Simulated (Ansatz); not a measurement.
Program: Ansatz 0.2.0.

A structure relaxed at PBE0-D4/def2-TZVP, charge 0, multiplicity 1:

```xyz
11

O    -1.173    0.059   -0.258
Si    0.357   -0.650   -0.069
O     0.862   -1.458   -1.390
O     0.150   -1.766    1.095
O     1.148    0.700    0.244
Ga   -0.241    1.952    0.379
H    -1.952   -0.401    0.061
H     1.314   -0.936   -2.055
H     0.671   -2.567    1.027
H    -0.354    2.890   -0.863
H    -0.781    2.176    1.828
```

(1) Give its formula and SMILES.

(2) Summarise the bond lengths by kind.

Results:

(1) GaH5O4Si, `O[Si](O)(O)[O][GaH2]`.

(2) 4 × O–Si 1.596 to 1.697 Å; 3 × H–O 0.958 to 0.960 Å; 1 × Ga–O 1.875 Å; 2 × Ga–H 1.561 to 1.562 Å.
